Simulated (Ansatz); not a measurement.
Reaction (ligand exchange at the Si–C bond): `CC(C)[Si]Cl` + dimethylamine → `CN(C)[Si]Cl` + propane

Program: Ansatz. Geometries: PBE0-D4/def2-TZVP. ΔE: electronic, gas phase. CBS: MP2 limit from def2 TZ/QZ plus the TZ coupled-cluster correction, frozen cores. Each species was taken in one conformer, which may not be the lowest.

```csv
species,CCSD/def2-SVP energy (Eh)
`CC(C)[Si]Cl`,-866.50901
`CNC`,-134.65476
`CN(C)[Si]Cl`,-882.54293
`CCC`,-118.67581
```

Work out ΔE.

ΔE = (-882.54293) + (-118.67581) − (-866.50901) − (-134.65476) = -0.05497 Eh = -144.3 kJ/mol. CCSD(T)/CBS gives -144.2 kJ/mol.

Largest T1 diagnostic among the species: 0.013.

Leaving LDA and LC-ωPBE aside and taking each functional with its dispersion term where it has one, the values, not all of them listed here, spread over 9.1 kJ/mol, from B2PLYP to revPBE-D4. LDA lies −4.3 kJ/mol from PBE without D4.
